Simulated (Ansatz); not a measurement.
```yaml
crystal:
  periodic: [false, false, false]
  atoms:
    - {symbol: Si, position_ang: [2.404259, 1.474476, -1.930561]}
    - {symbol: O, position_ang: [1.250832, 0.772627, -1.005127]}
    - {symbol: Ti, position_ang: [-0.006768, 0.000563, 0.002563]}
    - {symbol: O, position_ang: [-0.853529, -1.248238, -0.954823]}
    - {symbol: Si, position_ang: [-1.632195, -2.390196, -1.831764]}
    - {symbol: O, position_ang: [-1.953133, 2.669022, 1.085399]}
    - {symbol: Si, position_ang: [-2.253133, 2.369022, 1.035399]}
    - {symbol: O, position_ang: [0.756013, -0.758191, 1.429290]}
    - {symbol: Si, position_ang: [1.457611, -1.451242, 2.735754]}
    - {symbol: H, position_ang: [2.126127, 2.928730, -2.053468]}
    - {symbol: H, position_ang: [2.402326, 0.855930, -3.281372]}
    - {symbol: H, position_ang: [3.735093, 1.278171, -1.299988]}
    - {symbol: H, position_ang: [-3.076719, -2.053198, -1.915905]}
    - {symbol: H, position_ang: [-1.471985, -3.714420, -1.177468]}
    - {symbol: H, position_ang: [-1.057288, -2.443485, -3.200676]}
    - {symbol: H, position_ang: [-1.859479, 3.695840, 0.495080]}
    - {symbol: H, position_ang: [-2.267564, 2.425422, 2.519950]}
    - {symbol: H, position_ang: [-3.609675, 2.017949, 0.541633]}
    - {symbol: H, position_ang: [0.903456, -0.848888, 3.975655]}
    - {symbol: H, position_ang: [2.925274, -1.224946, 2.690448]}
    - {symbol: H, position_ang: [1.183150, -2.911374, 2.731353]}
basis:
  gaussian: {orbitals: def2-mTZVPP}
hamiltonian: {xc: {name: B3LYP}}
output: {forces: true}
```

```sh
$ ansatz run in.yaml --threads 4 --pin off --events-out ev --progress --plain --max-ram 46080MiB --backend cuda --devices 0, --max-vram 37GiB
```

Output, abridged:

```
Functional definition: B3LYP
2784 factors; integrals over basis functions are off by at most 1.6e-3 eV
mean field evaluation 1: about -62474.6983 eV, gradient 1.6e2 eV
mean field evaluation 2: about -61809.1726 eV, gradient 6.3e2 eV
mean field evaluation 4: about -62347.6626 eV, gradient 2.9e2 eV
mean field evaluation 8: about -62514.5910 eV, gradient 3.4e0 eV
mean field evaluation 16: about -62514.7958 eV, gradient 3.1e-2 eV
mean field -62514.79584381 eV, -2297.3763732095 hartree, gradient 5.4e-5 eV, S^2 0.000000; 0 other end points of the search recorded, 0 dependent functions left out
reference -62514.79631552 eV, -2297.3763905446 hartree; 61, 61 occupied and 236, 236 virtual orbitals, 2784 factors
Total energy: -62514.79631552 eV, -2297.3763905446 hartree
Atom 0 at     2.404259     1.474476    -1.930561 Å, force     0.606517     0.434875    -0.511623 eV/Å
Atom 1 at     1.250832     0.772627    -1.005127 Å, force    -0.565394    -0.047509     0.422660 eV/Å
Atom 2 at    -0.006768     0.000563     0.002563 Å, force    -0.529566     0.558036     0.003719 eV/Å
Atom 3 at    -0.853529    -1.248238    -0.954823 Å, force    -0.061925     0.477025     0.293920 eV/Å
Atom 4 at    -1.632195    -2.390196    -1.831764 Å, force    -0.356063    -0.567635    -0.446245 eV/Å
Atom 5 at    -1.953133     2.669022     1.085399 Å, force  2213.792116  2212.689318   361.429570 eV/Å
Atom 6 at    -2.253133     2.369022     1.035399 Å, force -2213.633917 -2226.239036  -357.128263 eV/Å
Atom 7 at     0.756013    -0.758191     1.429290 Å, force    -0.390393     0.429269    -0.165865 eV/Å
Atom 8 at     1.457611    -1.451242     2.735754 Å, force     0.373923    -0.363662     0.659604 eV/Å
Atom 9 at     2.126127     2.928730    -2.053468 Å, force     0.001175    -0.148641     0.033215 eV/Å
Atom 10 at     2.402326     0.855930    -3.281372 Å, force    -0.019379     0.010378     0.114710 eV/Å
Atom 11 at     3.735093     1.278171    -1.299988 Å, force    -0.111469    -0.018571    -0.021496 eV/Å
Atom 12 at    -3.076719    -2.053198    -1.915905 Å, force     0.123078    -0.000802     0.027853 eV/Å
Atom 13 at    -1.471985    -3.714420    -1.177468 Å, force     0.003459     0.109218    -0.028142 eV/Å
Atom 14 at    -1.057288    -2.443485    -3.200676 Å, force    -0.026483     0.020875     0.111277 eV/Å
Atom 15 at    -1.859479     3.695840     0.495080 Å, force     1.879196    12.889573    -7.039601 eV/Å
Atom 16 at    -2.267564     2.425422     2.519950 Å, force    -2.632494    -2.296237     2.143679 eV/Å
Atom 17 at    -3.609675     2.017949     0.541633 Å, force     1.628706     1.988737     0.276532 eV/Å
Atom 18 at     0.903456    -0.848888     3.975655 Å, force     0.026232    -0.031468    -0.125072 eV/Å
Atom 19 at     2.925274    -1.224946     2.690448 Å, force    -0.114119    -0.005463    -0.023212 eV/Å
Atom 20 at     1.183150    -2.911374     2.731353 Å, force     0.006800     0.111718    -0.027221 eV/Å
Dipole moment:     0.263877    -0.838789    -0.041695 e Å
```

In this input one atom was put on top of another. The run converged. The result belongs to that input, not to the molecule as meant.
